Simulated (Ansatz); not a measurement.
The cluster Hf7, relaxed as a singlet with RKS PBE-D4/def2-SVP in Ansatz, starting from the GFN1-xTB geometry. Force threshold 0.02 eV/Å.

In the def2 sets Hf takes a core potential; there is no spin–orbit coupling. The structure comes from a short search, and lower isomers may exist.

Start:

```xyz
7

Hf   -0.0833   -0.0502   -2.3525
Hf   -1.8565   -1.5207   -0.1650
Hf   -0.0130   -1.1741    2.2041
Hf    2.0993    1.1872   -0.6081
Hf   -1.9487    1.4690   -0.4686
Hf    1.6175   -1.7585   -0.2714
Hf    0.1847    1.8475    1.6613
```

Estimate the energy that the relaxation releases and the steps that it takes.

444.7 kJ/mol, in 13 steps; 6.6 min on 4 threads of Intel Xeon on a shared host. No frequencies were taken in this run, so the end may be a saddle point.

Does the start keep its bonding?

Bonds formed: Hf5–Hf6 (atoms count from 1). Metal–metal contacts that move far: Hf6–Hf7 4.33 to 2.94 Å, Hf3–Hf5 4.23 to 2.95 Å, Hf4–Hf5 4.06 to 2.92 Å. The end is the same structure that another start reached, the lowest one found.

Predict the relaxed structure.


```xyz
7

Hf   -0.082   -0.313   -2.384
Hf   -1.562   -1.769   -0.462
Hf   -0.787   -0.863    2.103
Hf    1.447    1.632   -1.014
Hf   -1.257    1.073   -0.072
Hf    1.257   -1.074    0.072
Hf    0.985    1.314    1.757
```
Bond lengths (bridged metal pairs left out): 16 × Hf–Hf 2.83 to 3.31 Å.
